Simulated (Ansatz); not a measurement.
Program: Ansatz. Geometries: PBE0-D4/def2-TZVP. ΔE: electronic, gas phase. CBS: MP2 limit from def2 TZ/QZ plus the TZ coupled-cluster correction, frozen cores. DFT in def2-TZVPP. B3LYP here is the variant with VWN-RPA as its local correlation; programs differ in this. For Ge outer-core shells are correlated without core-valence functions, which leaves a few kJ/mol of doubt a bond. Scalar relativity is left out up to krypton. One conformer a species, not always the lowest.

`CO[SiH](F)[SiH3]` + `O[CH]1[S][GeH2]1` → `CO[SiH](O)[SiH3]` + `F[CH]1[S][GeH2]1`  (redistribution)

Q: Is it downhill or uphill in electronic energy at CCSD(T)/CBS, and by how much? (Best estimate.)

A: Ansatz gave: Uphill: ΔE = +10.5 kcal/mol.

Q: What do these levels give: PBE, PBE0, B3LYP, CCSD(T)/def2-TZVPP, HF/CBS(def2), MP2/CBS(def2)? (Estimate.)

A: Computed: PBE 8.9, PBE0 9.4, B3LYP 9.4, CCSD(T)/def2-TZVPP 10.0, HF/CBS(def2) 10.4, MP2/CBS(def2) 11.4 kcal/mol.

Largest T1 diagnostic among the species: 0.013.
